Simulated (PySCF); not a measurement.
# Spectroscopy problems

Computed data (PySCF): geometry from GFN2-xTB, shielding tensors at PBE0/pcSseg-1 (GIAO). Relativity neglected, single conformer, no solvent model, one averaged value for each set of equivalent atoms.

Chemical shifts δ = σref − σ; 1H, 13C against TMS, all at this level. Splittings of carbon signals by F and P are missing where no couplings were computed. Where no couplings were computed, multiplicities follow the n + 1 count of equivalent neighbours, and m marks all less simple cases (inequivalent or close neighbours, rings, F or P nearby). Shifts are as computed. Against solution values, carbons near 30 ppm lie about +3 ppm off and those near 130 ppm about +5 ppm; carbons on Cl a further +6 ppm. Of 1211 compounds with measured shifts, 218 miss one by over three times the rms of a fit or turn the order of signals round; such compounds aren't used in these exercises. Carbons bonded to Cl come out too deshielded.

(1) C6H16N2Si. 1H NMR (400 MHz, computed): δ 8.80 (m, 1H), 8.71 (m, 1H), 4.96 (d, 1H), 2.56 (s, 6H), 1.24 (d, 3H), 1.04 (m, 1H), 0.95 (m, 3H). 13C{1H} NMR (computed): δ 171.6, 39.6, 19.6, 18.4, 15.9. What is it?

(2) C6H6ClOP. 1H NMR (600 MHz, computed): δ 8.51 (m, 1H), 2.51 (m, 1H), 1.03 (m, 2H), 0.99 (m, 2H). 13C{1H} NMR (computed): δ 183.8 (CH), 167.6 (C), 142.6 (C), 12.1 (CH), 10.9 (CH2). Give a structure.

Answers

(1) SMILES C=N[Si@H](C(C)C)N(C)C. The formula gives 1 degree of unsaturation (no ring in the answer). 5 carbon signals for 6 carbons: some carbons are equivalent by symmetry or fast rotation. Carbon types of the structure: 1 × CH, 1 × CH2, 4 × CH3, leaving 1 H on heteroatoms. δC 171.6: C=N carbon. δC 39.6: methyl carbon bonded to N; the inductive effect lowers its shielding. δC 19.6, 18.4: methyl carbon; aliphatic region, no heteroatom directly attached. δH 8.80, 8.71: hydrogen on a C=N carbon.

The data come from this structure; uniqueness wasn't tested.

(2) SMILES c1pc(Cl)c(C2CC2)o1. 5 carbon signals for 6 carbons: some carbons are equivalent by symmetry or fast rotation. Carbon types of the structure: 2 × C, 2 × CH, 2 × CH2, which accounts for all hydrogens. δC 183.8: aromatic CH next to the ring oxygen. δC 167.6: substituted aromatic carbon next to the ring oxygen. δC 142.6: aromatic carbon bearing chlorine. δH 8.51: hydrogen on an aromatic CH next to the ring oxygen; it sits in the deshielding region of the aromatic ring current.

This is the structure that produced the data.
